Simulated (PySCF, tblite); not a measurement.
Isomers of C6H7ClF (doublet state), one GFN2-xTB conformer each. Single-point energies are computed at B3LYP/pcH-1 (PySCF, gas phase, no added dispersion term), electronic only. GFN2-xTB treats the open shell by occupation alone, and not every SCF solution was tested for stability.

Task: Rank them by B3LYP/pcH-1 energy, lowest first (kJ/mol).
A. `[CH2:1]=[C:2][C@@H:3]1[CH2:4][C@H:5]([Cl:6])[C@@H:7]1[F:8]` (doublet state) with C1–C2–C3–C4 105°, C2–C3–C4–C5 -136°, C3–C4–C5–Cl6 134°, C4–C5–C7–F8 102°, C2–C3–C7–C5 133°
B. `[CH2:1]=[C:2]([CH3:3])/[C:4]([F:5])=[CH:6]/[CH:7][Cl:8]` (doublet state) with C1–C2–C4–F5 0°, C4–C6–C7–Cl8 180°

Result: B (0.0), A (184.2).

As drawn, the higher has a four-membered ring, which the lower lacks. GFN2-xTB itself gives, in the same order: 0.0, 140.4. Both levels put the same isomer lowest.

Task: What happens when harmonic zero-point energies from GFN2-xTB frequencies are added?

Result: 
```json
{"SMILES": "C=C(C)/C(F)=C/[CH]Cl", "ZPE (kJ/mol)": "286.3", "electronic (kJ/mol)": "0.0", "with ZPE (kJ/mol)": "0.0"}
{"SMILES": "C=[C][C@@H]1C[C@H](Cl)[C@@H]1F", "ZPE (kJ/mol)": "287.4", "electronic (kJ/mol)": "184.2", "with ZPE (kJ/mol)": "185.3"}
```

The zero-point energies span 1.1 kJ/mol. The order is unchanged.
